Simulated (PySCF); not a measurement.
C5H11OPS.
Cartesian coordinates in Å at the PBE0-D3(BJ)/def2-SVP level; atoms count from 1:
```xyz
19
C5H11OPS angstrom
C      2.0689    1.2999   -1.3003
O      0.9239    0.4944   -1.3095
C      0.7346   -0.2203   -0.1269
C     -0.3518   -1.2659   -0.3385
C     -1.7096   -0.5806   -0.1794
C     -1.6638    0.1650    1.1528
P      0.0224    0.9058    1.2247
S      0.9307    1.0575    2.9357
H      2.9901    0.6915   -1.2179
H      2.0919    1.8596   -2.2447
H      2.0675    2.0204   -0.4600
H      1.6802   -0.6532    0.2496
H     -0.2194   -1.7337   -1.3256
H     -0.2412   -2.0527    0.4256
H     -1.8565    0.1301   -1.0094
H     -2.5426   -1.2993   -0.2151
H     -1.7209   -0.5254    2.0100
H     -2.4416    0.9314    1.2798
H     -0.1406    2.1093    0.4738
```

Level: CAM-B3LYP/def2-SVPD in PySCF, non-relativistic, on one gas-phase PBE0-D3(BJ)/def2-SVP geometry that isn't relaxed in the solvent. The solvent is an IEF-PCM continuum (Bondi radii, 1.10 Å for H, scaled by 1.2), and excitations are vertical TDDFT with non-equilibrium linear response and a frozen core. The model holds no explicit solvent molecules, cavitation or dispersion.

Gas-phase singlets (H = HOMO, L = LUMO):

| state | E (eV) | λ (nm) | f | leading configurations |
| --- | --- | --- | --- | --- |
| S1 | 5.591 | 222 | 0.001 | H→L 64%, H→L+4 11% |
| S2 | 5.749 | 216 | 0.019 | H→L+1 39%, H→L+3 33% |
| S3 | 5.840 | 212 | 0.024 | H-1→L+3 34%, H-1→L 19% |
| S4 | 5.958 | 208 | 0.016 | H-1→L 39%, H-1→L+1 22% |
| S5 | 6.121 | 203 | 0.004 | H-1→L+5 34%, H-1→L+6 22% |

Q: Give the list for acetonitrile (ε = 35.69), n² = 1.81.

A: 
| state | E (eV) | λ (nm) | f | leading configurations | change by rank (eV) |
| --- | --- | --- | --- | --- | --- |
| S1 | 5.851 | 212 | 0.041 | H→L 83% | +0.260 |
| S2 | 5.984 | 207 | 0.037 | H-1→L 66%, H-1→L+1 12% | +0.235 |
| S3 | 6.101 | 203 | 0.026 | H→L+1 64%, H→L+2 8% | +0.261 |
| S4 | 6.383 | 194 | 0.010 | H-1→L+1 48%, H→L+4 12% | +0.425 |
| S5 | 6.512 | 190 | 0.014 | H-1→L+4 46%, H-1→L+3 29% | +0.391 |

Q: How do the frontier levels move from gas to acetonitrile?

A: 
```csv
orbital,gas (eV),solvent (eV),change (eV)
LUMO+2,1.42,1.60,+0.18
LUMO+1,1.30,1.29,-0.01
LUMO,0.99,1.20,+0.21
HOMO,-7.64,-7.94,-0.30
HOMO-1,-7.82,-8.20,-0.38
HOMO-2,-9.53,-9.41,+0.12
HOMO-3,-11.03,-10.87,+0.16
```

The HOMO–LUMO gap goes from 8.64 to 9.14 eV. Rows go by rank; for HOMO-3, LUMO, LUMO+1 and LUMO+2 the atom shares or the degeneracy differ between the runs, so the row needn't follow one orbital.

On one thread, Intel Xeon Platinum 8259CL at 2.50 GHz (x86_64), on a shared host, this took 75 s of wall time and 1.6 GiB of memory at its peak. This is the whole response run at CAM-B3LYP/def2-SVPD in acetonitrile, SCF included.
